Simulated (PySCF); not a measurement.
This PySCF input asks for the NMR shieldings of SMILES [C@@H]1([SiH3])[C@H](C(C)C)P1, C5H13PSi; the geometry comes from GFN2-xTB.

```python
import basis_set_exchange as bse
import numpy as np
from pyscf import gto, dft
from pyscf.prop import nmr

atoms = """
C    -1.381547    1.212200    0.278106
C    -0.805153   -0.201734    0.226399
C    -1.917852   -1.242259    0.330979
C    -0.033121   -0.393920   -1.059783
P     1.164397   -1.788925   -1.245463
C     1.392332    0.056054   -1.223749
Si    2.433479    0.906749    0.102009
H    -2.068026    1.370861   -0.551333
H    -0.585637    1.950257    0.215865
H    -1.924840    1.365444    1.207799
H    -0.122497   -0.333052    1.072796
H    -1.499025   -2.246544    0.296033
H    -2.466022   -1.125606    1.262915
H    -2.616047   -1.134291   -0.496485
H    -0.658162   -0.249162   -1.941022
H     1.352266   -1.960129    0.134862
H     1.609513    0.427998   -2.224639
H     2.062578    2.325007    0.132307
H     3.840467    0.758736   -0.269281
H     2.217749    0.312996    1.423195
"""
names = dict.fromkeys(["C", "P", "Si", "H"], "pcSseg-1")
basis = {el: gto.basis.parse(bse.get_basis(n, elements=[el], fmt="nwchem")) for el, n in names.items()}
mol = gto.M(atom=atoms, basis=basis, charge=0, verbose=0)
mf = dft.RKS(mol, xc="PBE0")
mf.grids.level = 2
mf.grids.alignment = dft.numint.BLKSIZE   # the property module wants whole blocks of grid points
mf.conv_tol = 1e-9
mf.kernel()

calc = nmr.RKS(mf)   # GIAO
C = mf.mo_coeff
Co = C[:, mf.mo_occ > 0]
resp = mf.gen_response(singlet=True, hermi=2)
def vind(x):   # induced exchange potential for any number of trial vectors
    d = np.einsum("pi,xij,qj->xpq", C, 2 * x.reshape(-1, C.shape[1], Co.shape[1]), Co, optimize=True)
    return np.einsum("xpq,pi,qj->xij", resp(d - d.transpose(0, 2, 1)), C, Co, optimize=True).ravel()
mo1, _ = nmr.rhf.solve_mo1(calc, with_cphf=vind)
sigma = calc.kernel(mo1)
for i, s in enumerate(sigma):   # ppm
    print("%2d %-2s %9.2f" % (i, mol.atom_pure_symbol(i), np.trace(s) / 3))
```

Q: What are the results?

A: 
```
 0 C     160.06
 1 C     147.22
 2 C     160.09
 3 C     150.74
 4 P     581.65
 5 C     181.43
 6 Si    415.60
 7 H      30.72
 8 H      30.15
 9 H      30.48
10 H      30.80
11 H      30.31
12 H      30.55
13 H      30.65
14 H      30.34
15 H      32.24
16 H      31.38
17 H      27.07
18 H      27.39
19 H      28.01
```

These numbers come from an equivalent density-fitted implementation of the same equations, which agrees with the script to about 0.01 ppm for H and up to a few tenths of a ppm for heavy atoms, so last digits may differ.

Size and cost of the density-fitted run: 198 basis functions, roughly 100 core-seconds.
